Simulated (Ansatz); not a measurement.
Geometry optimisation of ClFH6Si3, SMILES `F[Si]([SiH3])([SiH3])Cl`.

```yaml
crystal:
  periodic: [false, false, false]
  atoms:
    - {symbol: F, position_ang: [-2.091542, 0.795654, 0.420785]}
    - {symbol: Si, position_ang: [-0.509199, 0.647782, -0.009780]}
    - {symbol: Si, position_ang: [0.741846, 0.119049, 1.913075]}
    - {symbol: Si, position_ang: [-0.353536, -0.810955, -1.851005]}
    - {symbol: Cl, position_ang: [0.148075, 2.522702, -0.665286]}
    - {symbol: H, position_ang: [0.551479, 1.190044, 2.951758]}
    - {symbol: H, position_ang: [2.193013, 0.044172, 1.521898]}
    - {symbol: H, position_ang: [0.310866, -1.211628, 2.469627]}
    - {symbol: H, position_ang: [-0.835762, -2.186649, -1.474937]}
    - {symbol: H, position_ang: [1.089980, -0.891632, -2.267750]}
    - {symbol: H, position_ang: [-1.179819, -0.275538, -2.987886]}
basis:
  gaussian: {orbitals: def2-TZVP}
hamiltonian: {xc: pbe0, dispersion: d4}
relax: {f_tol: 0.005, max_steps: 150}
```

```sh
$ ansatz run in.yaml --threads 4 --pin off --events-out ev --progress --plain
```

Output, abridged:

```
Functional definition: PBE0
mean field -38958.65304609 eV, -1431.7040923202 hartree, gradient 6.3e-5 eV, S^2 0.000000; 0 other end points of the search recorded, 0 dependent functions left out
relax step   1: F+E_penalty+E_count = -38958.92559964 eV  Δ(F+E_penalty+E_count) = +0.000e0 eV  max|allowed force component| = 1.193e0 eV/Å  Δτ_max = 0.0000 Å  (26 SCF iters, accepted)
mean field -38958.69481206 eV, -1431.7056271915 hartree, gradient 2.1e-5 eV, S^2 0.000000; 0 other end points of the search recorded, 0 dependent functions left out
relax step   2: F+E_penalty+E_count = -38958.96889552 eV  Δ(F+E_penalty+E_count) = -4.330e-2 eV  max|allowed force component| = 7.491e-1 eV/Å  Δτ_max = 0.0354 Å  (29 SCF iters, accepted)
mean field -38958.70190967 eV, -1431.7058880239 hartree, gradient 8.9e-6 eV, S^2 0.000000; 0 other end points of the search recorded, 0 dependent functions left out
relax step   3: F+E_penalty+E_count = -38958.97667619 eV  Δ(F+E_penalty+E_count) = -7.781e-3 eV  max|allowed force component| = 2.370e-1 eV/Å  Δτ_max = 0.0527 Å  (30 SCF iters, accepted)
mean field -38958.70702761 eV, -1431.7060761047 hartree, gradient 2.3e-5 eV, S^2 0.000000; 0 other end points of the search recorded, 0 dependent functions left out
relax step   4: F+E_penalty+E_count = -38958.98143159 eV  Δ(F+E_penalty+E_count) = -4.755e-3 eV  max|allowed force component| = 1.392e-2 eV/Å  Δτ_max = 0.0337 Å  (28 SCF iters, accepted)
mean field -38958.70703248 eV, -1431.7060762834 hartree, gradient 1.2e-5 eV, S^2 0.000000; 0 other end points of the search recorded, 0 dependent functions left out
relax step   5: F+E_penalty+E_count = -38958.98153852 eV  Δ(F+E_penalty+E_count) = -1.069e-4 eV  max|allowed force component| = 3.344e-3 eV/Å  Δτ_max = 0.0080 Å  (24 SCF iters, accepted)
mean field -38958.70693012 eV, -1431.7060725220 hartree, gradient 1.1e-5 eV, S^2 0.000000; 0 other end points of the search recorded, 0 dependent functions left out
relax step   6: F+E_penalty+E_count = -38958.98158283 eV  Δ(F+E_penalty+E_count) = -4.431e-5 eV  max|allowed force component| = 6.942e-3 eV/Å  Δτ_max = 0.0093 Å  (24 SCF iters, accepted)
mean field -38958.70693003 eV, -1431.7060725186 hartree, gradient 1.2e-5 eV, S^2 0.000000; 0 other end points of the search recorded, 0 dependent functions left out
relax step   7: F+E_penalty+E_count = -38958.98159892 eV  Δ(F+E_penalty+E_count) = -1.609e-5 eV  max|allowed force component| = 1.037e-3 eV/Å  Δτ_max = 0.0042 Å  (23 SCF iters, accepted)
mean field -38958.70693003 eV, -1431.7060725186 hartree, gradient 1.2e-5 eV, S^2 0.000000; 1 other end points of the search recorded, 0 dependent functions left out
Total energy: -38958.98163877 eV, -1431.7161678787 hartree
Atom 0 at    -2.057337     0.797062     0.405237 Å, force     0.000014    -0.000503     0.000185 eV/Å
Atom 1 at    -0.513902     0.659635    -0.010706 Å, force    -0.000087     0.000644    -0.000056 eV/Å
Atom 2 at     0.739623     0.115748     1.894556 Å, force    -0.001037     0.000279    -0.000561 eV/Å
Atom 3 at    -0.347378    -0.804662    -1.834223 Å, force    -0.000618     0.000542     0.000797 eV/Å
Atom 4 at     0.108507     2.517509    -0.650640 Å, force    -0.000452    -0.000537     0.000217 eV/Å
Atom 5 at     0.566424     1.166518     2.930369 Å, force     0.000522     0.000204    -0.000074 eV/Å
Atom 6 at     2.169573     0.028541     1.498128 Å, force     0.000568    -0.000483    -0.000051 eV/Å
Atom 7 at     0.300356    -1.199476     2.431704 Å, force     0.000010     0.000072    -0.000097 eV/Å
Atom 8 at    -0.829758    -2.156187    -1.444360 Å, force     0.000079     0.000079    -0.000038 eV/Å
Atom 9 at     1.083123    -0.891570    -2.228726 Å, force     0.000524    -0.000446    -0.000010 eV/Å
Atom 10 at    -1.153832    -0.290117    -2.970841 Å, force     0.000476     0.000150    -0.000312 eV/Å
Dipole moment:     0.185914    -0.270312     0.012515 e Å
```

Run time 13 s (4 threads of a server CPU on a shared host); peak host memory 0.71 GiB.
